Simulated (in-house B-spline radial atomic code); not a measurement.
Rb⁺. Computed with a B-spline radial atomic code. Model: non-relativistic spherical atom: semilocal Troullier-Martins pseudo-atom, one channel per l, against all electrons, high spin, G0W0 and RPA with empty states to l = 8, local potential for every l without a channel, a model core (radius 0 = none) keeps its share of the functional.

Without relativity these are model numbers for so heavy an element.

What the tables leave out is listed at the end.

The pseudopotential gives back the lowest level of each angular momentum of its own functional in the configuration it was made in; a second state of the same l is only approximately right. Exact exchange, RPA and GW see the smooth pseudo-orbitals and miss the exchange with the core, for which the functional's share stands in. The column with an uncorrelated core keeps all orbitals and exact exchange, and so separates missing core correlation from pseudisation. Only the three outermost levels and the lowest empty one were computed. RPA here is direct RPA, with no exchange kernel, and its energies carry an (l + 1/2)⁻⁴ tail. A hybrid on a potential with a model core restores only its own semilocal share of the core's exchange.

Command:
```bash
python run_psgw.py task.json out
```
Settings (lengths in bohr, energies in hartree):
```
Z                      37
electrons              36
configuration          [Ar] 3d10 4s2 4p6
generated_in           [Ar] 3d10 4s2 4p6
functional             pbe,pbe
core_shells            5
radius_factor          0.9
core_correction        False
```

Cost of the run: 30 s on 1 thread of Arm Neoverse N1 (shared host).

Given: made with PBE; model core radius 0 bohr; local radius 1.089 bohr; mean-field start PBE.

Valence shells of the generating configuration: 3d, 4s, 4p.

Channel: s 1.159, p 1.28, d 1.055 (radii in bohr).

Computed: largest level miss in the spin-unpolarised generating configuration 0.001 eV; valence RPA correlation energy all-electron orbitals -1.1249 hartree; valence RPA correlation energy pseudo -1.3369 hartree; all-electron RPA polarisability, core included 8.5489 bohr³.

```
     level  occupied  mean-field all-electron (eV)  mean-field pseudo minus all (eV)  G0W0 all-electron (eV)  G0W0 uncorrelated core minus all (eV)  G0W0 pseudo minus all (eV)  exchange self-energy all-electron (eV)  exchange self-energy pseudo (eV)
        4p         1                        -21.65                                 0                 -27.431                                 -0.046                      -0.532                                 -24.641                           -22.906
5s (empty)         0                       -5.9248                             -0.03                 -3.9569                                 -0.004                      -0.061                                 -1.4361                           -1.2179
```

Problem. What is the pseudo-atom RPA polarisability?

Solution. 8.4322 bohr³.

Given: mean-field start PBE0.

Computed: valence RPA correlation energy all-electron orbitals -1.0785 hartree; valence RPA correlation energy pseudo -1.2959 hartree; pseudo-atom RPA polarisability 7.5048 bohr³.

```tsv
level	occupied	mean-field all-electron (eV)	mean-field pseudo minus all (eV)	G0W0 all-electron (eV)	G0W0 uncorrelated core minus all (eV)	G0W0 pseudo minus all (eV)	exchange self-energy all-electron (eV)	exchange self-energy pseudo (eV)
4p	1	-23.384	-0.09	-27.611	-0.043	-0.462	-24.595	-23.099
5s (empty)	0	-5.2928	-0.015	-4.0155	-0.003	-0.037	-1.2219	-1.0404
```

Problem. What is the all-electron RPA polarisability, core included?

Solution. 7.7281 bohr³.

Given: mean-field start Hartree-Fock.

Computed: valence RPA correlation energy all-electron orbitals -0.96521 hartree; all-electron RPA polarisability, core included 6.2695 bohr³; pseudo-atom RPA polarisability 5.7877 bohr³.

```
     level  occupied  mean-field all-electron (eV)  mean-field pseudo minus all (eV)  G0W0 all-electron (eV)  G0W0 uncorrelated core minus all (eV)  G0W0 pseudo minus all (eV)  exchange self-energy all-electron (eV)  exchange self-energy pseudo (eV)
        4p         1                       -27.445                            -0.509                 -27.993                                 -0.034                      -0.151                                 -24.305                           -23.552
        4s         1                       -46.843                            -0.097                 -44.191                                  -0.04                      -0.319                                 -31.789                           -29.895
5s (empty)         0                       -3.7334                            -0.002                 -4.0385                                 -0.001                       0.012                                -0.59332                           -0.5044
```

Problem. What is the valence RPA correlation energy pseudo?

Solution. -1.1939 hartree.

Among the listed levels the largest G0W0 shift of the pseudo-atom is -0.53 eV, for 4p on the PBE start, while leaving the core uncorrelated moves that level by -0.05 eV. So pseudisation and the lost core exchange, not the missing core correlation, make the error. Not in the tables (levels of low weight, unsolved or above zero; the highest and the empty levels are kept at any weight): on PBE the G0W0 levels 4s (pseudo minus all -2.28 eV, weights 0.09 and 0.36), 3d (pseudo minus all +7.80 eV, weights 0.73 and 0.66); on PBE0 the G0W0 levels 4s (pseudo minus all -0.52 eV, weights 0.49 and 0.22), 3d (pseudo minus all +9.46 eV, weights -0.00 and 0.72); on Hartree-Fock the G0W0 levels 3d (pseudo minus all +9.78 eV, weights 0.17 and 0.88).
